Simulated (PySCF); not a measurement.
Method: PySCF with PBE-D3(BJ)/def2-TZVP. All species are isolated molecules in the gas phase. 

Reference species (SMILES): `[InH3]` (neutral, multiplicity 1).

```json
{
 "HOMO": "-6.99 eV",
 "LUMO": "-2.65 eV",
 "HOMO–LUMO gap": "4.34 eV"
}
```

After one change: the HOMO rises by 0.12 eV; the LUMO falls by 0.07 eV; the HOMO–LUMO gap decreases by 0.19 eV.

Problem. What was changed between the two runs? The new species is one of these.
A. `[Cl][InH][Cl]`
B. `[Cl][InH2]`
C. `[Cl][In]([Cl])[Cl]`

Solution. B, `[Cl][InH2]`
